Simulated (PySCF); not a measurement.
silylarsine (AsH5Si), SMILES [AsH2][SiH3]. Heavy atoms are numbered as in [SiH3:1][AsH2:2]. Hydrogens are named by the atom that carries them.

Geometry: PBE-D3(BJ)/def2-TZVP.

Calculation: PySCF with PBE/pcSseg-2.

GIAO shieldings, no solvent; atoms alike by connectivity are averaged. δ = σ(ref) − σ: ²⁹Si against TMS (σ = 324.1 ppm); ⁷⁵As against AsH3 (σ = 1880.9 ppm); ¹H against TMS (σ = 31.47 ppm), references at their B3LYP-D3(BJ)/def2-TZVP geometries, non-relativistic.

```tsv
nucleus	atoms	count	δ (ppm)
²⁹Si	Si1 (SiH3)	1	-81.8
⁷⁵As	As2 (AsH2)	1	-36.3
¹H	H on Si1	3	4.52
¹H	H on As2	2	2.42
```
